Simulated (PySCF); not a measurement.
CH₄AlClOS, singlet, at a GFN2-xTB geometry (such geometries of metal compounds can be far from the true shape); DF-HF/def2-SV(P) (PySCF).

The PySCF input:
```python
from pyscf import gto, scf

mol = gto.M(
    atom='''
Al   -0.068862    0.061586    0.057097
Cl   -1.729360    1.058221    0.668871
O    -0.046461   -0.846892   -1.310302
C     0.057805   -1.634358   -2.463790
H    -0.388291   -2.613863   -2.281478
H    -0.467577   -1.149657   -3.289343
H     1.108134   -1.763479   -2.732104
S     1.798480    0.148152    1.207267
H     1.291236    0.947469    2.138734
''',
    basis='def2-sv(p)',
    charge=0,
    spin=0,
    verbose=4,
    max_memory=1800,
)

mf = scf.RHF(mol)
mf = mf.density_fit(auxbasis='def2-universal-jkfit')
mf.kernel()
```

It wrote (shortened):

```
PySCF version 2.14.0

[INPUT] verbose = 4
[INPUT] num. atoms = 9
[INPUT] num. electrons = 64
[INPUT] charge = 0
[INPUT] spin (= nelec alpha-beta = 2S) = 0
[INPUT] symmetry False subgroup None
[INPUT] Mole.unit = angstrom
[INPUT] Symbol           X                Y                Z      unit          X                Y                Z       unit  Magmom
[INPUT]  1 Al    -0.068862000000   0.061586000000   0.057097000000 AA   -0.130130320390   0.116380673107   0.107897692534 Bohr   0.0
[INPUT]  2 Cl    -1.729360000000   1.058221000000   0.668871000000 AA   -3.268016770778   1.999747869263   1.263983002664 Bohr   0.0
[INPUT]  3 O     -0.046461000000  -0.846892000000  -1.310302000000 AA   -0.087798565473  -1.600393937085  -2.476111920470 Bohr   0.0
[INPUT]  4 C      0.057805000000  -1.634358000000  -2.463790000000 AA    0.109235618630  -3.088489009492  -4.655888328442 Bohr   0.0
[INPUT]  5 H     -0.388291000000  -2.613863000000  -2.281478000000 AA   -0.733763646633  -4.939485197134  -4.311368579220 Bohr   0.0
[INPUT]  6 H     -0.467577000000  -1.149657000000  -3.289343000000 AA   -0.883592472146  -2.172536867189  -6.215957399755 Bohr   0.0
[INPUT]  7 H      1.108134000000  -1.763479000000  -2.732104000000 AA    2.094069769319  -3.332492336422  -5.162928303829 Bohr   0.0
[INPUT]  8 S      1.798480000000   0.148152000000   1.207267000000 AA    3.398634640508   0.279966704807   2.281403989225 Bohr   0.0
[INPUT]  9 H      1.291236000000   0.947469000000   2.138734000000 AA    2.440082402179   1.790456921516   4.041621513296 Bohr   0.0

nuclear repulsion = 324.372253998645
number of shells = 44
number of NR pGTOs = 172
number of NR cGTOs = 90
basis = def2-sv(p)
ecp = {}

******** <class 'pyscf.df.df_jk.DFRHF'> ********
method = DFRHF
initial guess = minao
damping factor = 0
level_shift factor = 0
DIIS = <class 'pyscf.scf.diis.CDIIS'>
diis_start_cycle = 1
diis_space = 8
diis_damp = 0
SCF conv_tol = 1e-09
SCF conv_tol_grad = None
SCF max_cycles = 50
direct_scf = False
Set gradient conv threshold to 3.16228e-05
Initial guess from minao.
******** <class 'pyscf.df.df.DF'> ********
auxbasis = def2-universal-jkfit
init E= -1214.0895789626
  HOMO = -0.333882497450841  LUMO = 7.12746450748369e-06  gap/eV = 9.08560
cycle= 1 E= -1213.63512202561  delta_E= 0.454  |g|= 0.596  |ddm|= 2.87
  HOMO = -0.379160944912435  LUMO = 0.0892021480994578  gap/eV = 12.74481
cycle= 2 E= -1213.70675467077  delta_E= -0.0716  |g|= 0.335  |ddm|= 0.708
  HOMO = -0.383010651105666  LUMO = 0.0961078645730837  gap/eV = 13.03748
cycle= 3 E= -1213.72870015787  delta_E= -0.0219  |g|= 0.0571  |ddm|= 0.26
  HOMO = -0.381392907753789  LUMO = 0.100751961100324  gap/eV = 13.11983
cycle= 4 E= -1213.72976749949  delta_E= -0.00107  |g|= 0.0149  |ddm|= 0.0797
  HOMO = -0.380270587353359  LUMO = 0.0994271223376222  gap/eV = 13.05324
cycle= 5 E= -1213.7298576143  delta_E= -9.01e-05  |g|= 0.00264  |ddm|= 0.0226
  HOMO = -0.380373745452437  LUMO = 0.0993780141070322  gap/eV = 13.05471
cycle= 6 E= -1213.72986293273  delta_E= -5.32e-06  |g|= 0.000637  |ddm|= 0.00666
  HOMO = -0.380293101246325  LUMO = 0.0993542583105054  gap/eV = 13.05187
cycle= 7 E= -1213.72986324143  delta_E= -3.09e-07  |g|= 0.000163  |ddm|= 0.00161
  HOMO = -0.380286057618039  LUMO = 0.0993565465788002  gap/eV = 13.05174
cycle= 8 E= -1213.72986326546  delta_E= -2.4e-08  |g|= 3.41e-05  |ddm|= 0.000487
  HOMO = -0.380282508162398  LUMO = 0.0993556775534357  gap/eV = 13.05162
cycle= 9 E= -1213.7298632666  delta_E= -1.15e-09  |g|= 8.87e-06  |ddm|= 0.000106
  HOMO = -0.380280921019521  LUMO = 0.0993557860546042  gap/eV = 13.05158
cycle= 10 E= -1213.72986326667  delta_E= -6.96e-11  |g|= 2.53e-06  |ddm|= 2.56e-05
  HOMO = -0.380281060581137  LUMO = 0.0993557772810547  gap/eV = 13.05158
Extra cycle  E= -1213.72986326667  delta_E= 1.59e-12  |g|= 1.13e-06  |ddm|= 5.41e-06
converged SCF energy = -1213.72986326667
```
